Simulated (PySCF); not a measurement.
2,3-dimethylthiophene, C6H8S.
Bonds: C1–C2, C2–C3 (aromatic), C3–C4 (aromatic), C4–S5 (aromatic), S5–C6 (aromatic), C6–C7, C2–C6 (aromatic). Hydrogens: H8, H9, H10 on C1; H11 on C3; H12 on C4; H13, H14, H15 on C7.

Method used: core-valence-separated Tamm–Dancoff BHandHLYP/aug-pcX-1 (pcseg-1 on H, def2-SVPD on S) in PySCF, non-relativistic, gas phase, PBE0-D3(BJ)/def2-SVP geometry. The energies are unshifted.

(1) List the carbon K-edge absorption lines.

## Answers

(1) 
| E (eV) | f | core hole on | main final orbital | polarisation |
| --- | --- | --- | --- | --- |
| 283.33 | 0.0486 | C3 | LUMO+1 (57 %) | normal to the local trigonal plane |
| 283.49 | 0.0567 | C4 | LUMO+1 (78 %) | normal to the local trigonal plane |
| 283.64 | 0.0552 | C2 | LUMO+1 (41 %) | normal to the local trigonal plane |
| 283.70 | 0.0686 | C6 | LUMO+1 (71 %) | normal to the local trigonal plane |
| 285.51 | 0.0061 | C1 | LUMO (66 %) | – |
| 285.67 | 0.0065 | C7 | LUMO (61 %) | – |
| 285.79 | 0.0081 | C7 | LUMO+1 (75 %) | – |
| 285.86 | 0.0145 | C3 | LUMO+2 (45 %) | in the local trigonal plane |
| 285.89 | 0.0369 | C6 | spread | in the local trigonal plane |
| 285.91 | 0.0064 | C2 | LUMO+1 (53 %) | normal to the local trigonal plane |
| 285.95 | 0.0329 | C4 | spread | in the local trigonal plane |
| 285.99 | 0.0092 | C1 | LUMO+1 (41 %) | – |
| 286.19 | 0.0072 | C3 | LUMO+1 (33 %) | normal to the local trigonal plane |
| 286.21 | 0.0244 | C1 | LUMO+1 (38 %) | – |
| 286.23 | 0.0304 | C7 | LUMO+4 (40 %) | – |
| 286.35 | 0.0253 | C1 | spread | – |
| 286.43 | 0.0037 | C2 | LUMO (77 %) | in the local trigonal plane |
| 286.43 | 0.0215 | C4 | LUMO+3 (43 %) | in the local trigonal plane |
| 286.64 | 0.0030 | C3 | LUMO (37 %) | in the local trigonal plane |
| 286.78 | 0.0267 | C7 | LUMO+5 (31 %) | – |
| 286.99 | 0.0020 | C2 | LUMO+2 (50 %) | in the local trigonal plane |
| 287.01 | 0.0040 | C3 | LUMO (31 %) | in the local trigonal plane |
| 287.12 | 0.0029 | C6 | LUMO (65 %) | in the local trigonal plane |
| 287.13 | 0.0001 | C1 | LUMO+3 (38 %) | – |
| 287.15 | 0.0016 | C2 | LUMO+4 (38 %) | in the local trigonal plane |
| 287.18 | 0.0009 | C7 | spread | – |
| 287.22 | 0.0046 | C1 | LUMO+2 (30 %) | – |

The first line with a tenth or more of the strongest one's intensity is at 283.33 eV (f = 0.049), with the hole on C3 (aromatic CH carbon), polarised normal to the local trigonal plane: a 1s→π* resonance. The strongest listed is at 283.70 eV (f = 0.069; C6, 1s→π*).

Roots within 0.03 eV whose holes lie on the same, on equivalent or on shared atoms are summed into one line, and the highest roots are left out, as the search may have cut off their partners. Final orbitals are the ground state's empty Kohn–Sham orbitals. A dash: too weak, shared between unlike atoms, or no plane or axis to refer to.

Problem. What length of transition dipole belongs to the line at 285.89 eV?

Solution. From f = (2/3) ΔE |μ|² in atomic units, with ΔE = 10.506 Eh and f = 0.0369: |μ| = 0.073 au = 0.18 D.

The ionisation thresholds weren't computed; near and above them a finite basis only mimics Rydberg series and continuum.
